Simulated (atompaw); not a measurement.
**Fe (Z = 26): one change to a PAW (atompaw) potential, before and after**

| Item | Value |
| --- | --- |
| Element | Fe (Z = 26) |
| Generator | atompaw 4.2.0.5 |
| Type | PAW |
| Functional | PBEsol |
| Relativity | scalar-relativistic |
| Frozen core | [Ar] |
| Valence charge | 8 |
| Reference configuration | 3d6 4s2 4p0 |
| Partial waves | 4s (bound): rc 1.95 bohr; 4s channel at 0.25 Ry: rc 1.95 bohr; 4p (bound, empty): rc 2.15 bohr; 4p channel at 0.3 Ry: rc 2.15 bohr; 3d (bound): rc 2.15 bohr; 3d channel at -0.2 Ry: rc 2.15 bohr |
| Local potential | bessel scheme, radius 2.05 bohr |
| Core correction | smooth core density matched at 1.80 bohr |
| Augmentation charge | besselshape compensation charge, radius 2.05 bohr; PAW radius 2.15 bohr; waves and projectors: custom polynom vanderbiltortho |

All-electron outer shells of the reference configuration (PBEsol, scalar-relativistic, ld1.x):

```csv
shell,level (eV),outermost node (bohr),outermost maximum (bohr)
3s,-93.77,0.33,0.70
3p,-59.92,0.30,0.72
3d,-7.53,–,0.71
4s,-5.31,1.00,2.41
4p,-1.30,1.10,3.29
```

Change: wave 4s channel at 0.25 Ry: rc 1.95 bohr becomes 4s channel at 8.81 Ry: rc 1.95 bohr.

Cutoffs: the cutoffs (Ry, on a coarse ladder) from which the occupation-weighted sum of valence levels, in a spherical-Bessel basis at the reference potential, stays within 10 and 1 mRy of its value at 400 Ry; they do not see the model core or the augmentation charge, which bear on the density cutoff.

Question: What does the change do?

Answer: The potential gets neither clearly harder nor softer (21 Ry and 40 Ry → 21 Ry and 40 Ry); the bound ghosts move from p, s to p.

```csv
quantity,base,changed
"cutoff, loose",21 Ry,21 Ry
"cutoff, tight",40 Ry,40 Ry
loose cutoff by channel (10 mRy a level),"s 10 Ry, d 18 Ry","s 8 Ry, d 18 Ry"
bound ghosts,"s, p",p
s: phases at 2.15 bohr within 0.05 rad from the reference energy up to (Ry; the scan ends near 5),to the end of the scan,to the end of the scan
p: phases at 2.15 bohr within 0.05 rad from the reference energy up to (Ry; the scan ends near 5),to the end of the scan,to the end of the scan
d: phases at 2.15 bohr within 0.05 rad from the reference energy up to (Ry; the scan ends near 5),2.0,2.0
lowest overlap eigenvalue by channel,"s 0.43, p 0.69, d 0.97","s 0.15, p 0.69, d 0.97"
```

 A true bound ghost makes a file unfit for plane-wave use even where its test errors are small: the radial tests pick states by their node count and pass the ghost by. The cutoffs see the waves, projectors and local potential, not the compensation charge or the core.
